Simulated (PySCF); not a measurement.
**Se (selenium, neutral) across methods**

[Ar] 3d10 4s1 4p4 4d1, one real determinant (an excited configuration). Computed with PySCF 2.14 in dyall-av2z (16s12p8d, 92 functions), with the non-relativistic Hamiltonian (point nucleus).

```json
{"method": "r2SCAN0", "E (hartree)": "-2400.790", "mean ε 4p α (eV)": "-11.603", "mean ε 4p β (eV)": "-8.222", "mean ε 4d α (eV)": "1.160", "Σ⟨r²⟩ (bohr²)": "46.06", "⟨S²⟩": "6.008"}
{"method": "UHF", "E (hartree)": "-2399.16572", "mean ε 4p α (eV)": "-15.101", "mean ε 4p β (eV)": "-9.233", "mean ε 4d α (eV)": "-0.731", "Σ⟨r²⟩ (bohr²)": "46.60", "⟨S²⟩": "6.018"}
{"method": "HSE06", "E (hartree)": "-2400.506", "mean ε 4p α (eV)": "-10.740", "mean ε 4p β (eV)": "-7.812", "mean ε 4d α (eV)": "1.559", "Σ⟨r²⟩ (bohr²)": "46.08", "⟨S²⟩": "6.003"}
{"method": "LDA", "E (hartree)": "-2397.384", "mean ε 4p α (eV)": "-9.759", "mean ε 4p β (eV)": "-7.448", "mean ε 4d α (eV)": "2.021", "Σ⟨r²⟩ (bohr²)": "46.13", "⟨S²⟩": "6.002"}
{"method": "TPSS", "E (hartree)": "-2400.738", "mean ε 4p α (eV)": "-9.831", "mean ε 4p β (eV)": "-7.316", "mean ε 4d α (eV)": "1.927", "Σ⟨r²⟩ (bohr²)": "46.10", "⟨S²⟩": "6.003"}
{"method": "PBE", "E (hartree)": "-2400.452", "mean ε 4p α (eV)": "-9.665", "mean ε 4p β (eV)": "-7.334", "mean ε 4d α (eV)": "1.914", "Σ⟨r²⟩ (bohr²)": "46.14", "⟨S²⟩": "6.002"}
{"method": "PBE0", "E (hartree)": "-2400.524", "mean ε 4p α (eV)": "-11.180", "mean ε 4p β (eV)": "-8.167", "mean ε 4d α (eV)": "1.157", "Σ⟨r²⟩ (bohr²)": "46.06", "⟨S²⟩": "6.004"}
{"method": "r2SCAN", "E (hartree)": "-2400.797", "mean ε 4p α (eV)": "-10.270", "mean ε 4p β (eV)": "-7.432", "mean ε 4d α (eV)": "1.875", "Σ⟨r²⟩ (bohr²)": "46.07", "⟨S²⟩": "6.006"}
{"method": "PW91", "E (hartree)": "-2400.960", "mean ε 4p α (eV)": "-9.709", "mean ε 4p β (eV)": "-7.378", "mean ε 4d α (eV)": "1.890", "Σ⟨r²⟩ (bohr²)": "46.10", "⟨S²⟩": "6.002"}
```

⟨L²⟩ = 8.01 against 12 for a pure F term, so this real determinant mixes terms. The outer electron is Rydberg-like, and this basis confines it to a smaller radius and binds it less than a complete one would.

The highest occupied level is positive at r2SCAN0, HSE06, LDA, TPSS, PBE, PBE0, r2SCAN, PW91: only the finite basis holds that electron, which in a density functional comes from self-interaction.
